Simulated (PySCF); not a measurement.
C6H6O. Atoms are numbered in the order given.

```xyz
13

C      0.0196    -2.9695     0.0000
C      0.0234    -1.6543     0.0000
C     -0.0201    -0.3213     0.0000
C     -1.2028     0.5420     0.0000
C     -0.7903     1.8298     0.0000
C      0.7103     1.8529     0.0000
O      1.1120     0.4774     0.0000
H      0.0210    -3.5583    -0.9385
H      0.0210    -3.5583     0.9385
H     -2.2320     0.1635     0.0000
H     -1.4212     2.7286     0.0000
H      1.1374     2.3641     0.8968
H      1.1374     2.3641    -0.8968
```
Charge 0, spin multiplicity 1.

Geometry optimised at PBE-D3(BJ)/def2-SVP. One conformer was computed; it need not be the lowest.

The numbers are results of PBE/def2-TZVP (PySCF), not measurements.

ESP charges are fitted to the potential on shells at 1.4 to 2.0 van der Waals radii. Atomic charges (e):

```tsv
atom	Mulliken	Löwdin	IAO	ESP fit
C1	-0.26	-0.21	-0.32	-0.40
C2	0.00	-0.07	-0.06	[?]
C3	0.10	-0.27	0.15	[?]
C4	-0.15	-0.12	-0.16	-0.44
C5	-0.19	-0.16	-0.17	-0.09
C6	0.01	-0.28	-0.06	0.04
O7	-0.22	0.27	-0.32	[?]
H8	0.13	0.14	0.16	0.19
H9	0.13	0.14	0.16	0.19
H10	0.12	0.15	0.17	[?]
H11	0.12	0.14	0.16	0.13
H12	0.10	0.14	0.15	[?]
H13	0.10	0.14	0.15	[?]
```

Task: Complete the blanks. (An estimate is asked for; the answer gives what the named calculation found.)

Result: 
- C2, ESP fit: -0.20
- C3, ESP fit: 0.51
- O7, ESP fit: -0.33
- H10, ESP fit: 0.22
- H12, ESP fit: 0.08
- H13, ESP fit: 0.08

Computed Mayer and Wiberg (Löwdin basis) orders of the bonds:
| bond | Mayer | Wiberg |
|---|---|---|
| C1–C2 | 1.95 | 2.20 |
| C2–C3 | 1.72 | 1.81 |
| C3–C4 | 1.08 | 1.22 |
| C4–C5 | 1.80 | 1.91 |
| C5–C6 | 1.07 | 1.23 |
| C3–O7 | 1.07 | 1.48 |
| C6–O7 | 1.01 | 1.39 |
| C1–H8 | 0.93 | 0.87 |
| C1–H9 | 0.93 | 0.87 |
| C4–H10 | 0.96 | 0.84 |
| C5–H11 | 0.94 | 0.85 |
| C6–H12 | 0.92 | 0.86 |
| C6–H13 | 0.92 | 0.86 |
